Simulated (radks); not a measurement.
Values are calculated unless marked as measured or tabulated.
Isoelectronic series with 37 electrons, each ion in its NIST ground configuration. Code: a radial shooting solver on a logarithmic mesh with Libxc functionals. Model: scalar-relativistic Kohn-Sham, PBEsol, spin-polarised, spherical densities, finite nucleus; open shells are filled with parallel spins first (spin-orbit coupling, left out, can overturn this in heavy ions); Fermi nuclear charge, rms radius of each element as measured or else 0.836 A^(1/3) + 0.57 fm. Total energies (hartree) and orbital eigenvalues (hartree):

| ion | configuration | E (hartree) | 4p down | 4p up |
|---|---|---|---|---|
| Rb | [Kr] 5s1 | -2979.32183 | -0.58254 | -0.58548 |
| Sr+ | [Kr] 5s1 | -3177.33510 | -1.06561 | -1.07061 |
| Zr3+ | [Kr] 4d1 | -3594.88172 | -2.15838 | -2.18644 |
| Nb4+ | [Kr] 4d1 | -3814.43544 | -2.87608 | -2.90842 |
| Mo5+ | [Kr] 4d1 | -4041.17200 | -3.67060 | -3.70670 |
| Tc6+ | [Kr] 4d1 | -4275.11613 | -4.53875 | -4.57826 |
| Ru7+ | [Kr] 4d1 | -4516.28957 | -5.47854 | -5.52124 |
| Rh8+ | [Kr] 4d1 | -4764.72444 | -6.48865 | -6.53437 |
| Pd9+ | [Kr] 4d1 | -5020.44923 | -7.56813 | -7.61675 |
| Ag10+ | [Kr] 4d1 | -5283.49886 | -8.71631 | -8.76772 |
| Cd11+ | [Kr] 4d1 | -5553.90508 | -9.93268 | -9.98680 |
| In12+ | [Kr] 4d1 | -5831.71003 | -11.21687 | -11.27364 |
| Sn13+ | [Kr] 4d1 | -6116.94807 | -12.56861 | -12.62798 |
| Sb14+ | [Kr] 4d1 | -6409.66176 | -13.98770 | -14.04962 |
| Te15+ | [Kr] 4d1 | -6709.89013 | -15.47401 | -15.53844 |
| I16+ | [Kr] 4d1 | -7017.68415 | -17.02745 | -17.09436 |
| Xe17+ | [Kr] 4d1 | -7333.08277 | -18.64798 | -18.71735 |
